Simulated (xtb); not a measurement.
In(F)2(SeH) (F₂HInSe), SMILES [F][In]([F])[SeH]. All values are semi-empirical tight-binding results from xtb (GFN2-xTB unless named), good for trends rather than for accurate numbers. Geometry optimised at GFN2-xTB. The structure was generated by enumeration; whether it is a known compound was not checked. Other conformers were not sampled.

Optimised geometry:

Bonded distances (Å): In1–F2 1.990, In1–F3 1.993, In1–Se4 2.506, Se4–H5 1.445. Bond angles (°): F2–In1–F3 116.4, F2–In1–Se4 130.1, F3–In1–Se4 113.5, In1–Se4–H5 88.4.
Charge 0, spin multiplicity 1.

For metal compounds this method's bond lengths and energies can be far off.

Computed properties:
point group as xtb finds it: Cs
orbital gap: 1.92 eV
zero-point energy: 5.5 kcal/mol
G − E(el) at 298.15 K (modified RRHO): -16.2 kcal/mol

Q: Give the atomic charges and the Wiberg bond orders between heavy atoms. (An estimate is asked for; the answer gives what the named calculation found.)

A: charges (e) In1 0.39, F2 -0.29, F3 -0.31, Se4 0.04, H5 0.17. Bond orders In1–F2 0.93, In1–F3 0.91, In1–Se4 0.91.
